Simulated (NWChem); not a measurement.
System: CHCl, singlet; SMILES [CH]Cl

Input file for NWChem:

```
start job
memory heap 200 mb stack 900 mb global 1100 mb
geometry units angstroms noautoz
  C      0.161105     1.194884     0.000000
  Cl    -0.017084    -0.510206     0.000000
  H     -0.926245     1.521210     0.000000
end
basis spherical
  C library def2-svp
  Cl library def2-svp
  H library def2-svp
end
dft
  xc pbe0
  iterations 200
  convergence nolevelshifting
end
task dft gradient
```

NWChem printed, in part:

```
             Northwest Computational Chemistry Package (NWChem) 7.3.0
             --------------------------------------------------------

 CS  symmetry detected

                             Geometry "geometry" -> ""
                             -------------------------

 Output coordinates in angstroms (scale by  1.889725989 to convert to a.u.)

  No.       Tag          Charge          X              Y              Z
 ---- ---------------- ---------- -------------- -------------- --------------
    1 C                    6.0000     0.11853358     1.20059336     0.00000000
    2 Cl                  17.0000     0.01594030    -0.51070961     0.00000000
    3 H                    1.0000    -0.98218655     1.47850317     0.00000000

 Effective nuclear repulsion energy (a.u.)      38.3232572537

      Symmetry information
      --------------------

 Group name             Cs
 Group number              2
 Group order               2
 No. of unique centers     3

                                 NWChem DFT Module
                                 -----------------

 Summary of "ao basis" -> "ao basis" (spherical)
 ------------------------------------------------------------------------------
       Tag                 Description            Shells   Functions and Types
 ---------------- ------------------------------  ------  ---------------------
 C                          def2-svp                 6       14   3s2p1d
 Cl                         def2-svp                 8       18   4s3p1d
 H                          def2-svp                 3        5   2s1p

      Symmetry analysis of basis
      --------------------------

        a'         27
        a"         10

            General Information
            -------------------
          SCF calculation type: DFT
          Wavefunction type:  closed shell.
          No. of atoms     :     3
          No. of electrons :    24
           Alpha electrons :    12
            Beta electrons :    12
          Charge           :     0
          Spin multiplicity:     1
          Use of symmetry is: on ; symmetry adaption is: on
          Maximum number of iterations: 200
          AO basis - number of functions:    37
                     number of shells:    17
          Convergence on energy requested:  1.00D-06
          Convergence on density requested:  1.00D-05
          Convergence on gradient requested:  5.00D-04

              XC Information
              --------------
                         PBE0 Method XC Functional
                     Hartree-Fock (Exact) Exchange  0.250
          PerdewBurkeErnzerhof Exchange Functional  0.750
            Perdew 1991 LDA Correlation Functional  1.000 local
           PerdewBurkeErnz. Correlation Functional  1.000 non-local

             Grid Information
             ----------------
          Grid used for XC integration:  medium
          Radial quadrature: Mura-Knowles
          Angular quadrature: Lebedev.
          Tag              B.-S. Rad. Rad. Pts. Rad. Cut. Ang. Pts.
          ---              ---------- --------- --------- ---------
          C                   0.70       49           6.0       434
          Cl                  1.00       88           7.0       590
          H                   0.35       45           7.0       434
          Grid pruning is: on
          Number of quadrature shells:   182
          Spatial weights used:  Erf1

      Superposition of Atomic Density Guess
      -------------------------------------

 Sum of atomic energies:        -497.44760874

      Non-variational initial energy
      ------------------------------

 Total energy =    -497.735226
 1-e energy   =    -761.931276
 2-e energy   =     225.872793
 HOMO         =      -0.220197
 LUMO         =      -0.083942

      Symmetry analysis of molecular orbitals - initial
      -------------------------------------------------

  Numbering of irreducible representations:

     1 a'          2 a"

  Orbital symmetries:

     1 a'          2 a'          3 a'          4 a'          5 a'
     6 a"          7 a'          8 a'          9 a'         10 a"
    11 a'         12 a'         13 a"         14 a'         15 a'
    16 a'         17 a'         18 a'         19 a"         20 a'
    21 a'         22 a"

   convergence    iter        energy       DeltaE   RMS-Dens  Diis-err
 ---------------- ----- ----------------- --------- --------- ---------
 d= 0,ls=0.0,diis     1   -498.3470918406 -5.37D+02  2.11D-02  2.77D-01
 d= 0,ls=0.0,diis     2   -498.3135067350  3.36D-02  1.56D-02  4.85D-01
 d= 0,ls=0.0,diis     3   -498.3802499796 -6.67D-02  4.16D-03  2.40D-02
 d= 0,ls=0.0,diis     4   -498.3836899449 -3.44D-03  8.56D-04  1.18D-03
 d= 0,ls=0.0,diis     5   -498.3838407564 -1.51D-04  1.15D-04  1.09D-05
  Resetting Diis
 d= 0,ls=0.0,diis     6   -498.3838427027 -1.95D-06  2.79D-05  7.44D-07
 d= 0,ls=0.0,diis     7   -498.3838428384 -1.36D-07  1.03D-05  2.86D-08
 d= 0,ls=0.0,diis     8   -498.3838428408 -2.39D-09  4.15D-06  2.60D-08

         Total DFT energy =     -498.383842840793
      One electron energy =     -762.104298639286
           Coulomb energy =      259.103022317997
    Exchange-Corr. energy =      -33.705823773201
 Nuclear repulsion energy =       38.323257253697

 Numeric. integr. density =       23.999999199450

                  Occupations of the irreducible representations
                  ----------------------------------------------

                     irrep           alpha         beta
                     --------     --------     --------
                     a'               10.0         10.0
                     a"                2.0          2.0

                       DFT Final Molecular Orbital Analysis
                       ------------------------------------

 Vector   10  Occ=2.000000D+00  E=-3.992105D-01  Symmetry=a"
              MO Center=  2.7D-02, -2.5D-01,  1.5D-15, r^2= 1.4D+00
   Bfn.  Coefficient  Atom+Function         Bfn.  Coefficient  Atom+Function
  ----- ------------  ---------------      ----- ------------  ---------------
    27      0.577108  2 Cl pz                24      0.447519  2 Cl pz
    21      0.258988  2 Cl pz                 6      0.198827  1 C  pz
     9      0.132819  1 C  pz                29      0.038132  2 Cl d -1

 Vector   11  Occ=2.000000D+00  E=-3.818284D-01  Symmetry=a'
              MO Center=  1.1D-01,  2.8D-03, -1.0D-15, r^2= 1.8D+00
   Bfn.  Coefficient  Atom+Function         Bfn.  Coefficient  Atom+Function
  ----- ------------  ---------------      ----- ------------  ---------------
    25      0.499389  2 Cl px                22      0.381375  2 Cl px
    26     -0.252960  2 Cl py                19      0.220062  2 Cl px
     5      0.207211  1 C  py                 3      0.203579  1 C  s
    23     -0.201209  2 Cl py                 2      0.193799  1 C  s
    20     -0.114468  2 Cl py                 4      0.099600  1 C  px

 Vector   12  Occ=2.000000D+00  E=-2.554775D-01  Symmetry=a'
              MO Center=  2.3D-01,  8.7D-01, -1.1D-15, r^2= 1.9D+00
   Bfn.  Coefficient  Atom+Function         Bfn.  Coefficient  Atom+Function
  ----- ------------  ---------------      ----- ------------  ---------------
     3      0.417625  1 C  s                  4      0.405430  1 C  px
    25     -0.383413  2 Cl px                 2      0.286744  1 C  s
    22     -0.264141  2 Cl px                 7      0.240493  1 C  px
    33     -0.225139  3 H  s                  5      0.170395  1 C  py
    34     -0.161458  3 H  s                 19     -0.149397  2 Cl px

 Vector   13  Occ=0.000000D+00  E=-1.174694D-01  Symmetry=a"
              MO Center=  8.2D-02,  9.1D-01,  1.2D-15, r^2= 1.7D+00
   Bfn.  Coefficient  Atom+Function         Bfn.  Coefficient  Atom+Function
  ----- ------------  ---------------      ----- ------------  ---------------
     6      0.571894  1 C  pz                 9      0.534551  1 C  pz
    27     -0.367590  2 Cl pz                24     -0.216488  2 Cl pz
    21     -0.123006  2 Cl pz                29      0.072601  2 Cl d -1

 Vector   14  Occ=0.000000D+00  E= 6.513695D-02  Symmetry=a'
              MO Center= -3.6D-01,  6.9D-01,  1.2D-17, r^2= 2.9D+00
   Bfn.  Coefficient  Atom+Function         Bfn.  Coefficient  Atom+Function
  ----- ------------  ---------------      ----- ------------  ---------------
     3      1.139311  1 C  s                 34     -1.106438  3 H  s
    26     -0.798812  2 Cl py                18     -0.635676  2 Cl s
     8     -0.575952  1 C  py                 7     -0.498913  1 C  px
     5     -0.422757  1 C  py                 2      0.411126  1 C  s
    23     -0.233040  2 Cl py                 4     -0.177079  1 C  px

 Vector   15  Occ=0.000000D+00  E= 1.017035D-01  Symmetry=a'
              MO Center= -7.8D-01,  1.2D+00, -3.4D-16, r^2= 2.8D+00
   Bfn.  Coefficient  Atom+Function         Bfn.  Coefficient  Atom+Function
  ----- ------------  ---------------      ----- ------------  ---------------
    34      1.697612  3 H  s                  3     -0.800489  1 C  s
     7      0.748665  1 C  px                 8     -0.631305  1 C  py
    26     -0.432450  2 Cl py                 5     -0.372860  1 C  py
     4      0.284908  1 C  px                18     -0.267384  2 Cl s
    17     -0.260246  2 Cl s                 23     -0.139214  2 Cl py

     Multipole analysis of the density
     ---------------------------------

     L   x y z        total         alpha         beta         nuclear
     -   - - -        -----         -----         ----         -------
     0   0 0 0     -0.000000    -12.000000    -12.000000     24.000000

     1   1 0 0     -0.635749     -0.317875     -0.317875      0.000000
     1   0 1 0     -0.261429     -0.130714     -0.130714      0.000000
     1   0 0 1     -0.000000     -0.000000     -0.000000      0.000000

     2   2 0 0    -14.611953     -9.186698     -9.186698      3.761442
     2   1 1 0     -2.025871      0.302461      0.302461     -2.630792
     2   1 0 1     -0.000000     -0.000000     -0.000000      0.000000
     2   0 2 0    -14.767339    -34.646123    -34.646123     54.524907
     2   0 1 1     -0.000000     -0.000000     -0.000000      0.000000
     2   0 0 2    -13.216288     -6.608144     -6.608144      0.000000

            General Information
            -------------------
          SCF calculation type: DFT
          Wavefunction type:  closed shell.
          No. of atoms     :     3
          No. of electrons :    24
           Alpha electrons :    12
            Beta electrons :    12
          Charge           :     0
          Spin multiplicity:     1
          Use of symmetry is: on ; symmetry adaption is: on
          Maximum number of iterations: 200
          AO basis - number of functions:    37
                     number of shells:    17
          Convergence on energy requested:  1.00D-06
          Convergence on density requested:  1.00D-05
          Convergence on gradient requested:  5.00D-04

              XC Information
              --------------
                         PBE0 Method XC Functional
                     Hartree-Fock (Exact) Exchange  0.250
          PerdewBurkeErnzerhof Exchange Functional  0.750
            Perdew 1991 LDA Correlation Functional  1.000 local
           PerdewBurkeErnz. Correlation Functional  1.000 non-local

             Grid Information
             ----------------
          Grid used for XC integration:  medium
          Radial quadrature: Mura-Knowles
          Angular quadrature: Lebedev.
          Tag              B.-S. Rad. Rad. Pts. Rad. Cut. Ang. Pts.
          ---              ---------- --------- --------- ---------
          C                   0.70       49           6.0       434
          Cl                  1.00       88           7.0       590
          H                   0.35       45           7.0       434
          Grid pruning is: on
          Number of quadrature shells:   182
          Spatial weights used:  Erf1

          Convergence Information
          -----------------------
          Convergence aids based upon iterative change in
          total energy or number of iterations.
          Levelshifting, if invoked, occurs when the
          HOMO/LUMO gap drops below (HL_TOL):  1.00D-02
          DIIS, if invoked, will attempt to extrapolate
          using up to (NFOCK): 10 stored Fock matrices.

                    Damping( 0%)  Levelshifting(0.0)       DIIS
                  --------------- ------------------- ---------------
          dE  on:    start             N/A                start
          dE off:    2 iters           N/A              200 iters

                            NWChem DFT Gradient Module
                            --------------------------

  charge          =   0.00
  wavefunction    = closed shell

  Using symmetry

                         DFT ENERGY GRADIENTS

    atom               coordinates                        gradient
                 x          y          z           x          y          z
   1 C       0.223996   2.268792   0.000000    0.009058   0.007547   0.000000
   2 Cl      0.030123  -0.965101   0.000000   -0.001112  -0.008629   0.000000
   3 H      -1.856063   2.793966   0.000000   -0.007946   0.001083   0.000000
```

Level: PBE0/def2-SVP. Low-valent species are run as closed-shell singlets; no triplet was tried in these runs. Coordinates come from a PBE-D3(BJ)/def2-SVP optimisation.
